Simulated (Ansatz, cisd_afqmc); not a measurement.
Species: Ga, charge 0, doublet.

Total energies in aug-cc-pVQZ, 3 correlated electrons, 14 frozen orbitals. UHF or UKS for unpaired electrons; spin-orbit terms are left out. Cores are frozen in correlated methods (noble-gas shells, and filled d and f shells in the p block). No relativity. AFQMC/CISD: phaseless, guided by CISD from CCSD amplitudes; bars are statistical, one sigma. Outlying blocks are dropped, and bars are widened where a walk drifts. Over all cases where full CI ran beside it in this data, AFQMC minus full CI had a median of +0.1 mEh and passed +0.4 mEh in a tenth of the cases.

```tsv
method	program	energy (Eh)	minus CCSDT (mEh)
HF	Ansatz	-1923.26423	49.62
MP2	Ansatz	-1923.30048	13.37
CCSD	Ansatz	-1923.31255	1.30
CCSD(T)	Ansatz	-1923.31355	0.30
CCSDT	Ansatz	-1923.31385	0.00
AFQMC/CISD	cisd_afqmc	-1923.3138 ± 0.0001	0.0 ± 0.1
```

Ansatz is an electronic-structure program.
